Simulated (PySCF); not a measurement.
## SMILES C(C1=C(O)C1=O)=S, C4H2O2S

Geometry:
```csv
atom,x (Å),y (Å),z (Å)
O1,-2.277,0.535,1.007
C2,-1.253,0.240,0.463
C3,-0.563,-0.385,-0.630
O4,-0.517,-1.051,-1.752
C5,0.179,0.217,0.360
C6,1.472,0.528,0.825
S7,2.836,0.130,0.022
H8,-1.401,-1.274,-2.086
H9,1.538,1.065,1.766
```

Method used: PySCF 2.14.0, TDDFT LC-wPBE/def2-SVPD excited states, vertical, gas phase. Geometry: GFN2-xTB.

Question: How strongly do the lowest singlets absorb one photon, and two photons of half the energy?

Answer: δ for parallel linear polarisation; σ at the peak of a Lorentzian of half width 0.1 eV, single beam; Ω is circular over linear.
```
state  E (eV)      f  photon λ (nm)  δ (au)  σ (GM)     Ω                                    main
   S1    1.87  0.000           1328    0.12    0.00  1.48        HOMO→LUMO 0.82, HOMO−2→LUMO 0.15
   S2    3.69  0.001            671     226    1.13  1.50        HOMO−2→LUMO 0.75, HOMO→LUMO 0.14
   S3    4.41  0.412            562     608    4.33  0.58                        HOMO−1→LUMO 0.95
   S4    5.88  0.002            422    1.52    0.02  1.17                        HOMO−4→LUMO 0.84
   S5    6.21  0.002            399    0.58    0.01  1.49  HOMO−2→LUMO+8 0.23, HOMO−2→LUMO+6 0.15
```

Among these, the strongest one-photon state is S3, the strongest two-photon state S3, with a dipole change of 3.1 D (relaxed, norm of the difference vector).
